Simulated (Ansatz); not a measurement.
Job for Ansatz (a quantum-chemistry and plane-wave program): R-B3LYP-D3(BJ)/def2-TZVP on C5H10 (SMILES CC=C(C)C).

Ansatz 0.2 input:
```yaml
crystal:
  periodic: [false, false, false]
  atoms:
    - {symbol: C, position_ang: [1.97844041, 0.58340742, 0.25082090]}
    - {symbol: C, position_ang: [0.91477868, -0.46293353, 0.16440847]}
    - {symbol: C, position_ang: [-0.37999668, -0.25573983, -0.03861696]}
    - {symbol: C, position_ang: [-1.35674617, -1.39207259, -0.10690756]}
    - {symbol: C, position_ang: [-0.97890407, 1.11393848, -0.21682041]}
    - {symbol: H, position_ang: [2.74793572, 0.39520635, -0.49824740]}
    - {symbol: H, position_ang: [1.57964685, 1.58095757, 0.09647008]}
    - {symbol: H, position_ang: [2.45872482, 0.54734086, 1.22915196]}
    - {symbol: H, position_ang: [1.27248503, -1.47786534, 0.28534274]}
    - {symbol: H, position_ang: [-2.11499188, -1.28376640, 0.66878913]}
    - {symbol: H, position_ang: [-0.85929044, -2.34964970, 0.02442949]}
    - {symbol: H, position_ang: [-1.86600212, -1.39282347, -1.07074739]}
    - {symbol: H, position_ang: [-0.78708345, 1.73801236, 0.65492687]}
    - {symbol: H, position_ang: [-2.05450901, 1.04350137, -0.35560763]}
    - {symbol: H, position_ang: [-0.55448769, 1.61248646, -1.08739229]}
basis:
  gaussian:
    orbitals: def2-TZVP
hamiltonian:
  xc: b3lyp
  dispersion: d3bj
relax: {f_tol: 0.003, max_steps: 120}
scf: {lower_state_search: off}
```

Question: Give the final energy of this run.

Answer: -196.6389 hartree.

Question: How many basis functions does it have, and what does it roughly cost on one machine?

Answer: 215 functions; roughly 100 core-seconds.
